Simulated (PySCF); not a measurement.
Species: sum formula Si2H4Cl, charge -1, multiplicity 1. It need not be the lowest isomer of its formula. Whether it binds its extra electron was not tested at this geometry. SMILES: [SiH2-][SiH2]Cl
Geometry from a B3LYP-D3(BJ)/def2-TZVP (Ansatz) optimisation:
```xyz
7

Si    -1.9780    -0.1621    -0.3947
Si     0.2043    -0.6602     0.3165
Cl     1.6547     0.9013    -0.0756
H     -2.3572    -1.5671     0.1129
H     -2.3176     0.5341     0.9279
H      0.8243    -1.8192    -0.4092
H      0.5515    -0.9572     1.7475
```
Charge -1, spin multiplicity 1.

Dispersion corrections to the total energy (kcal/mol) from the dftd3 and dftd4 libraries through PySCF: D3(BJ) without and D4 with the three-body term, each with the damping fitted for the functional named.

```tsv
functional	D3(BJ)	D4
LC-wPBE	___	-5.51
TPSSh	-4.94	-5.93
B2PLYP	-3.93	-3.40
BLYP	-9.18	-10.53
PW6B95	-2.65	___
BHLYP	-6.61	___
B3LYP	-7.66	-7.96
```

Q: Complete the blanks.

A: 
- LC-wPBE, D3(BJ): -4.28
- PW6B95, D4: -4.02
- BHLYP, D4: -6.68
